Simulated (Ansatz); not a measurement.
Isolated molecules relaxed with PBE0-D4/def2-TZVP in Ansatz; ΔE leaves out vibrations. CCSD(T)/CBS is the MP2 limit (def2-TZVPP, def2-QZVPP) plus CCSD(T) − MP2 in def2-TZVPP, frozen cores. DFT in def2-TZVPP. One conformer a species, not always the lowest.

Consider the substitution at a C–C bond: `FC(F)[C@H](F)[C@@H](F)C(F)(F)F` + `OCF` → `FCOC(F)C(F)F` + `FCC(F)(F)F`.

```tsv
level	ΔE (kJ/mol)
r2SCAN	5.7
CCSD/def2-TZVPP	6.8
```

(1) What does CCSD(T)/CBS give? (Best estimate.)

Largest T1 diagnostic among the species: 0.012.

Results:

(1) Ansatz gave: +9.5 kJ/mol. The listed levels differ from it by -3.8, -2.7 kJ/mol.

In def2-TZVPP, CCSD(T) changes the Hartree–Fock value by +17.3 kJ/mol (the triples alone add +1.4 kJ/mol) and MP2 by +19.5 kJ/mol. The D4 term adds +4.8 kJ/mol with B3LYP and +2.8 kJ/mol with PBE0; it sums over pairs of atoms, weighted by their polarisabilities, and B3LYP, whose exchange is more repulsive, gets the larger term.

B3LYP here is the variant with VWN-RPA as its local correlation; programs differ in this.
